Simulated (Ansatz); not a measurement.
Task: Name a neutral molecule of I with HOMO energy (PBE0/def2-TZVPP) between -7.40 and -7.10 eV and HOMO energy (ωB97M-V/def2-TZVPP) between -9.45 and -9.15 eV (Ansatz, PBE0-D4/def2-TZVP geometry).

Result: I₂ (-7.34 eV, -9.43 eV). Other molecules can fit too; these were computed, each in one conformer that needn't be the lowest.
